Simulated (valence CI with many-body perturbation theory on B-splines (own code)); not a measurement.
Energy levels of I II

Calculated by relativistic CI+MBPT: six valence electrons over a frozen Dirac-Fock core [Kr] 4d10, a basis of 9 s, 9 p, 8 d, 6 f, 3 g, 1 h functions for each j, with the one-electron correlation potential Σ1 (screened to all orders), the two-electron term Σ2, the three-electron term Σ3, Breit, model QED; selected single and double excitations, second order for the rest, scaled by the run's own slope (own B-spline code, finite nucleus).

Set against measurement, 22 paired levels are off by 201 cm⁻¹ on average, the worst by 434. These come from a selection out of the NIST Handbook of Basic Atomic Spectroscopic Data. Levels without a partner in it may be off by more. Among the levels kept, up to 1200 cm⁻¹ of a level comes from second order outside the variational space, and about a tenth of that is noise between levels of different J, which matters for small intervals.

Levels 1 to 33 of 33, with energies above the lowest level, 5s2 5p4 3P_2. "Leading %" is the weight of the configuration and term that name the level; weights of strongly mixed levels are sums over their largest components and can fall short. In the jj column 3d3/2^4 stands for four electrons in 3d with j = 3/2. Lifetimes count E1, E2, E3, M1 and M2 decay at the calculated energies, and are blank where another channel may lead or the interval is too uncertain; long ones can be off by a factor of two.

| No. | Configuration | Term | J | E (eV) | Leading % | Second component | Leading jj | Lifetime |
| --- | --- | --- | --- | --- | --- | --- | --- | --- |
| 1 | 5s2 5p4 | 3P | 2 | 0.000 | 85 | 9 % 5s2 5p4 1D | 5s^2 5p1/2^2 5p3/2^2 (86 %) |  |
| 2 | 5s2 5p4 | 3P | 0 | 0.797 | 80 | 14 % 5s2 5p4 1S | 5s^2 5p1/2^2 5p3/2^2 (68 %) | 51.5 s |
| 3 | 5s2 5p4 | 3P | 1 | 0.874 | 94 |  | 5s^2 5p1/2 5p3/2^3 (94 %) | 140 ms |
| 4 | 5s2 5p4 | 1D | 2 | 1.700 | 84 | 9 % 5s2 5p4 3P | 5s^2 5p1/2 5p3/2^3 (85 %) | 102 ms |
| 5 | 5s2 5p4 | 1S | 0 | 3.658 | 79 | 14 % 5s2 5p4 3P | 5s^2 5p3/2^4 (67 %) | 10.2 ms |
| 6 | 5s2 5p3 6s | 5S° | 2 | 10.027 | 50 | 22 % 5s 5p5 3P° | 5s^2 5p1/2^2 5p3/2 6s (30 %) | 16.8 ns |
| 7 | 5s2 5p3 6s | 5S° | 2 | 10.116 | 34 | 34 % 5s 5p5 3P° | 5s 5p1/2^2 5p3/2^3 (34 %) | 51.5 ns |
| 8 | 5s2 5p3 5d | 5D° | 1 | 10.409 | 34 | 22 % 5s 5p5 3P° | 5s^2 5p1/2^2 5p3/2 5d3/2 (31 %) | 4.22 ns |
| 9 | 5s2 5p3 6s | 3S° | 1 | 10.509 | 66 | 10 % 5s2 5p3 5d 5D° | 5s^2 5p1/2^2 5p3/2 6s (45 %) | 809 ps |
| 10 | 5s2 5p3 5d | 5D° | 0 | 10.543 | 78 | 8 % 5s2 5p3 5d 3P° | 5s^2 5p1/2 5p3/2^2 5d3/2 (44 %) | 102 ns |
| 11 | 5s2 5p3 5d | 5D° | 3 | 10.590 | 81 | 6 % 5s2 5p3 5d 3D° | 5s^2 5p1/2^2 5p3/2 5d3/2 (25 %) | 32.3 ns |
| 12 | 5s2 5p3 5d | 5D° | 4 | 10.624 | 85 | 7 % 5s2 5p3 5d 3F° | 5s^2 5p1/2^2 5p3/2 5d5/2 (44 %) | 4.11 s |
| 13 | 5s2 5p3 5d | 5D° | 2 | 10.643 | 75 | 7 % 5s2 5p3 5d 3D° | 5s^2 5p1/2^2 5p3/2 5d3/2 (36 %) | 46.1 ns |
| 14 | 5s2 5p3 5d | 5D° | 1 | 10.836 | 43 | 29 % 5s 5p5 3P° | 5s^2 5p1/2 5p3/2^2 5d3/2 (39 %) | 16.5 ns |
| 15 | 5s 5p5 | 3P° | 0 | 11.155 | 54 | 26 % 5s2 5p3 5d 3P° | 5s 5p1/2 5p3/2^4 (54 %) | 1.61 μs |
| 16 | 5s2 5p3 5d | 3D° | 2 | 11.193 | 55 | 9 % 5s2 5p3 5d 3F° | 5s^2 5p1/2^2 5p3/2 5d5/2 (42 %) | 10.4 ns |
| 17 | 5s2 5p3 5d | 3D° | 1 | 11.410 | 44 | 27 % 5s2 5p3 6s 3D° | 5s^2 5p1/2 5p3/2^2 5d5/2 (34 %) | 5.57 ns |
| 18 | 5s2 5p3 5d | 3D° | 3 | 11.502 | 71 | 7 % 5s2 5p3 5d 5D° | 5s^2 5p1/2 5p3/2^2 5d5/2 (57 %) | 9.33 ns |
| 19 | 5s2 5p3 6s | 3D° | 2 | 11.613 | 52 | 17 % 5s2 5p3 6s 1D° | 5s^2 5p1/2 5p3/2^2 6s (52 %) | 1.34 ns |
| 20 | 5s2 5p3 5d | 3D° | 1 | 11.737 | 44 | 32 % 5s2 5p3 6s 3D° | 5s^2 5p1/2 5p3/2^2 6s (26 %) | 1.32 ns |
| 21 | 5s2 5p3 5d | 1P° | 1 | 11.872 | 47 | 16 % 5s 5p5 1P° | 5s^2 5p1/2 5p3/2^2 5d5/2 (28 %) | 5.56 ns |
| 22 | 5s2 5p3 6s | 3D° | 3 | 11.976 | 85 |  | 5s^2 5p1/2 5p3/2^2 6s (85 %) | 1.37 ns |
| 23 | 5s2 5p3 5d | 3F° | 2 | 12.003 | 61 | 24 % 5s2 5p3 5d 3D° | 5s^2 5p1/2 5p3/2^2 5d3/2 (67 %) | 5.54 ns |
| 24 | 5s2 5p3 5d | 1S° | 0 | 12.096 | 81 | 8 % 5s2 5p3 5d 3P° | 5s^2 5p1/2 5p3/2^2 5d5/2 (36 %) | 786 ns |
| 25 | 5s2 5p3 6s | 1D° | 2 | 12.107 | 58 | 20 % 5s2 5p3 6s 3D° | 5s^2 5p1/2 5p3/2^2 6s (78 %) | 1.29 ns |
| 26 | 5s2 5p3 5d | 3F° | 3 | 12.140 | 74 | 6 % 5s2 5p3 5d 3G° | 5s^2 5p1/2 5p3/2^2 5d3/2 (60 %) | 5.71 ns |
| 27 | 5s2 5p3 6p | 5P | 1 | 12.267 | 76 | 10 % 5s2 5p3 6p 3P | 5s^2 5p1/2^2 5p3/2 6p1/2 (48 %) | 9.27 ns |
| 28 | 5s2 5p3 6p | 5P | 2 | 12.282 | 70 | 15 % 5s2 5p3 6p 3P | 5s^2 5p1/2^2 5p3/2 6p1/2 (42 %) | 9.18 ns |
| 29 | 5s2 5p3 5d | 3F° | 4 | 12.292 | 40 | 36 % 5s2 5p3 5d 3G° | 5s^2 5p1/2 5p3/2^2 5d5/2 (60 %) | 157 ms |
| 30 | 5s2 5p3 5d | 3G° | 3 | 12.378 | 67 | 10 % 5s2 5p3 5d 3F° | 5s^2 5p1/2^2 5p3/2 5d3/2 (29 %) | 5.70 ns |
| 31 | 5s2 5p3 6p | 5P | 3 | 12.409 | 83 | 8 % 5s2 5p3 6p 3D | 5s^2 5p1/2^2 5p3/2 6p3/2 (48 %) | 7.47 ns |
| 32 | 5s2 5p3 5d | 3F° | 4 | 12.512 | 66 | 20 % 5s2 5p3 5d 3G° | 5s^2 5p1/2 5p3/2^2 5d5/2 (65 %) |  |
| 33 | 5s2 5p3 6p | 3P | 1 | 12.570 | 71 | 8 % 5s2 5p3 6p 5P | 5s^2 5p1/2^2 5p3/2 6p3/2 (58 %) | 10.5 ns |

Names give the largest LS component (configuration and term), which can be under half, so a name can repeat, a term be missing and a line seem to break the LS rules; names also repeat where a configuration has a term twice.

The ionisation energy to 5s2 5p3 4S°_3/2 of the next ion comes out as 19.077 eV (NIST: 19.1313 eV (measured)). All 33 levels together are meant to be complete up to 12.645 eV.
